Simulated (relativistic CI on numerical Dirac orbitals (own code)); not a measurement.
**Electric-dipole transitions in Cs XXII**

These numbers are calculated, not measured: Dirac-Coulomb-Breit CI, separate exchange-only KLI orbitals for each configuration, QED by a radiative potential, unscaled Slater integrals (own radial code, finite nucleus).

CI space (outside the closed core [Ar] 3d10): 4s2 4p4, 4s 4p5, 4s2 4p3 4d, 4p6, 4s 4p4 4d, 4s2 4p3 4f, 4s 4p4 4f, 4p5 4d, 4s 4p3 4d2, 4s2 4p2 4d 4f, 4p5 4f, 4s2 4p3 5s, 4p4 4d2, 4p3 4d3, 4p3 4d2 4f, 4p3 4d2 5s. Double excitations out of closed p, d and f shells are left out; levels of such configurations are missing from the list, as are those of other unlisted configurations, and high levels can miss mixing partners.

| λ vac (nm) | Lower | Upper | A (s⁻¹) | gf | Branching (%) |
| --- | --- | --- | --- | --- | --- |
| 9.7300 | 4s 4p5 3P°_2 [6] | 4s 4p4 4d 3D_2 [93] | 3.15e+11 | 2.24e+00 | 67.4 |
| 9.8345 | 4s 4p5 3P°_2 [6] | 4s 4p4 4d 3D_3 [90] | 3.32e+11 | 3.37e+00 | 79.1 |
| 9.9138 | 4s 4p5 3P°_1 [7] | 4s 4p4 4d 3P_2 [95] | 2.61e+11 | 1.92e+00 | 53.9 |
| 10.332 | 4s2 4p4 3P_2 [1] | 4s2 4p3 4d 1F°_3 [36] | 4.79e+11 | 5.37e+00 | 95.9 |
| 10.351 | 4s2 4p4 3P_1 [3] | 4s2 4p3 4d 3D°_2 [45] | 2.42e+11 | 1.94e+00 | 43.3 |
| 10.356 | 4s 4p5 3P°_2 [6] | 4s 4p4 4d 3S_1 [83] | 3.18e+11 | 1.53e+00 | 66.2 |
| 10.424 | 4s2 4p4 3P_0 [2] | 4s2 4p3 4d 1P°_1 [38] | 4.78e+11 | 2.34e+00 | 83.3 |
| 10.501 | 4s2 4p4 1D_2 [4] | 4s2 4p3 4d 1F°_3 [46] | 6.78e+11 | 7.84e+00 | 99.9 |
| 10.564 | 4s2 4p4 3P_2 [1] | 4s2 4p3 4d 3P°_2 [35] | 2.92e+11 | 2.44e+00 | 83.7 |
| 10.587 | 4s2 4p4 3P_2 [1] | 4s2 4p3 4d 3P°_1 [34] | 3.79e+11 | 1.91e+00 | 79.2 |
| 10.631 | 4s2 4p4 1D_2 [4] | 4s2 4p3 4d 3D°_2 [45] | 3.17e+11 | 2.68e+00 | 56.7 |
| 10.638 | 4s2 4p4 3P_2 [1] | 4s2 4p3 4d 3D°_3 [33] | 2.08e+11 | 2.47e+00 | 84.1 |
| 10.700 | 4s2 4p4 3P_1 [3] | 4s2 4p3 4d 3P°_1 [44] | 4.44e+11 | 2.29e+00 | 80.3 |
| 10.770 | 4s2 4p3 4d 3F°_2 [18] | 4s2 4p3 4f 3G_3 [114] | 1.95e+11 | 2.38e+00 | 56.9 |
| 10.775 | 4s2 4p4 3P_2 [1] | 4s2 4p3 4d 3P°_2 [31] | 2.30e+11 | 2.01e+00 | 84.0 |
| 10.802 | 4s2 4p4 3P_1 [3] | 4s2 4p3 4d 3P°_0 [43] | 5.84e+11 | 1.02e+00 | 100.0 |
| 10.813 | 4s2 4p3 4d 3F°_2 [9] | 4s2 4p3 4f 3G_3 [99] | 2.34e+11 | 2.87e+00 | 61.8 |
| 10.952 | 4s2 4p3 4d 5D°_3 [10] | 4s2 4p3 4f 5F_4 [97] | 2.20e+11 | 3.57e+00 | 70.5 |
| 11.117 | 4s2 4p3 4d 5D°_2 [15] | 4s2 4p3 4f 3F_3 [104] | 2.31e+11 | 3.00e+00 | 59.8 |
| 11.171 | 4s2 4p3 4d 1G°_4 [25] | 4s2 4p3 4f 3G_5 [120] | 1.67e+11 | 3.44e+00 | 62.2 |
| 11.241 | 4s2 4p3 4d 3G°_4 [23] | 4s2 4p3 4f 5F_5 [112] | 1.78e+11 | 3.72e+00 | 78.4 |
| 11.242 | 4s2 4p3 4d 5D°_4 [13] | 4s2 4p3 4f 5F_5 [98] | 2.45e+11 | 5.11e+00 | 99.3 |
| 11.349 | 4s2 4p3 4d 3G°_5 [26] | 4s2 4p3 4f 3H_6 [118] | 1.97e+11 | 4.95e+00 | 100.0 |
| 11.359 | 4s2 4p3 4d 3D°_3 [32] | 4s2 4p3 4f 3F_4 [129] | 2.11e+11 | 3.68e+00 | 87.5 |
| 11.366 | 4s2 4p3 4d 3F°_4 [40] | 4s2 4p3 4f 3G_5 [144] | 2.19e+11 | 4.66e+00 | 98.9 |
| 11.385 | 4s2 4p4 3P_1 [3] | 4s2 4p3 4d 1D°_2 [39] | 2.81e+11 | 2.73e+00 | 55.2 |
| 11.469 | 4s2 4p4 1S_0 [5] | 4s2 4p3 4d 1P°_1 [47] | 5.37e+11 | 3.18e+00 | 94.2 |
| 11.494 | 4s2 4p3 4d 3G°_3 [16] | 4s2 4p3 4f 3F_4 [105] | 1.58e+11 | 2.82e+00 | 86.4 |
| 11.725 | 4s2 4p4 1D_2 [4] | 4s2 4p3 4d 1D°_2 [39] | 1.53e+11 | 1.57e+00 | 30.0 |
| 12.324 | 4s2 4p4 1D_2 [4] | 4s2 4p3 4d 3S°_1 [37] | 2.32e+11 | 1.58e+00 | 52.2 |

Terms are leading LS components. Brackets give the number of a level in order of energy, since labels repeat. The list gives strong lines, with weight on those to low levels, without lines whose two gauges differ by over a factor of 2.5, among the lowest 200 of 3065 levels, so that lines to higher ones, which can be the strongest, are missing. Levels whose partners in the same complex of configurations lie outside the list can be far off, and so can their lines. Rates are taken at the computed energies, electric ones in the length gauge.

At this charge energies of transitions that change n are usually good to better than 1 %, and those within a shell (Δn = 0) to a few per cent.

LS names give the leading component of a level, which can be under half, so a name can repeat, a term be missing and a line seem to break the LS rules.
